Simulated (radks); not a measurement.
Values are calculated unless marked as measured or tabulated.
The nickel anion Ni- inside a hard spherical wall (all orbitals vanish at R), configuration held at [Ar] 3d9 4s2 and not refilled when levels cross. Code: a radial shooting solver on a logarithmic mesh with Libxc functionals. Model: scalar-relativistic Kohn-Sham, r2SCAN, spin-polarised, spherical densities, finite nucleus; open shells are filled with parallel spins first; meta-GGA in the generalised Kohn-Sham scheme; Fermi nuclear charge, rms radius 3.7757 fm. Eigenvalues in eV for spin up, with the zero of energy where the potential of the charges vanishes at infinity; a dash marks a level that is unbound or too diffuse for the functional's potential to be trusted. A positive occupied level is held by the wall or, in an anion where self-interaction has pushed it up, behind a barrier. The pressure on the wall is -dE/dV.

R (bohr)  E (hartree)  kinetic (hartree)    e(3s)    e(3p)   e(4s)   e(3d)  e(4p, empty)  e(5s, empty)  pressure (GPa)
12        -1520.88287           1542.007  -104.11  -63.052   0.864   1.016         3.893         5.260          0.0138
10        -1520.87954           1542.022  -103.84  -62.783   1.082   1.283         4.391         6.780          0.0695
7         -1520.84819           1542.147  -102.52  -61.456   2.230   2.578         6.471        13.263            1.28
6         -1520.80562           1542.300  -101.37  -60.306   3.315   3.681         8.195        18.676            4.19
3         -1519.17952           1547.288  -84.583  -43.807  26.046  19.604        37.740        106.08             611
2.5       -1517.30080           1552.878  -73.894  -33.378  46.891  30.484        62.265        171.82            2180
2         -1512.08550           1568.519  -53.700  -13.201  97.695  52.903        118.39        310.72           10400
1.5       -1493.26520           1622.534   -5.190   37.572  249.59  110.05        274.37        663.65           75000
